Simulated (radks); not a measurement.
Q: The vanadium ion V+, 22 electrons, occupied as [Ar] 3d3 4p1 (not the ground configuration). Calculated with a radial shooting solver on a logarithmic mesh with Libxc functionals: scalar-relativistic Kohn-Sham, SCAN, spin-unpolarised, spherical densities, finite nucleus; meta-GGA in the generalised Kohn-Sham scheme; Fermi nuclear charge, rms radius 3.6002 fm. Some entries of the table are withheld. Estimate them.

orbital  occ.  eigenvalue (Ry)  <1/r> (bohr^-1)  r(max) (bohr)
1s          2        -396.5507              (1)        0.04350
2s          2        -45.55837            4.818         0.2551
2p          6        -38.05520            4.705         0.2082
3s          2         -6.01955            1.480            (2)
3p          6         -4.00413            1.347         0.8465
3d          3         -1.00261           0.9858         0.8939
4p          1         -0.53696           0.3348            (3)

A: 
(1) 1s <1/r> (bohr^-1): 22.83
(2) 3s r(max) (bohr): 0.8200
(3) 4p r(max) (bohr): 3.241
